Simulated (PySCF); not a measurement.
## Size series: flake BP sheet

All values: TDDFT wB97X-D/6-31G*, gas phase, PySCF SCF with an in-house response code, fitting set def2-universal-JFIT up to Ne and JKFIT beyond, grid level 1 (kernel 0), vertical, one conformer each, geometries GFN2-xTB; core orbitals frozen in the response, virtual orbitals above 1.5 Eh left out. The lowest 6 singlets were sought, and the brightest is taken among them. The runs took 2 to 30 CPU minutes each on shared server CPUs.

Tubes, flakes and crystal cuts are finite pieces capped as the formulas show; sizes are those of the cut before relaxation. The basis has no diffuse functions, so the polarisability comes out too low.

| rings | formula | HOMO-LUMO gap / eV | S1 / eV | polarisability / bohr³ | brightest singlet sought / eV | T1 (TDA) / eV |
| --- | --- | --- | --- | --- | --- | --- |
| 4 | B9P9H12 | 6.99 | 3.37 | 379 | 4.18 | 2.95 |
| 5 | B11P11H14 | 6.95 | 3.55 | 474 | 4.02 | 3.12 |
| 6 | B11P11H12 | 6.72 | 3.38 | 452 | 3.78 | 2.96 |
| 7 | B15P15H18 | 6.75 | 3.32 | 705 | 3.32 | 2.95 |
| 8 | B14P14H14 | 6.59 | 3.41 | 603 | 3.72 | 3.02 |
| 9 | B15P15H14 | 6.51 | 3.37 | 641 | 3.73 | 2.99 |
| 10 | B17P17H16 | 6.50 | 3.35 | 763 | 3.62 | 2.99 |
| 12 | B20P20H18 | 6.44 | 3.35 | 921 | 3.42 | 3.00 |
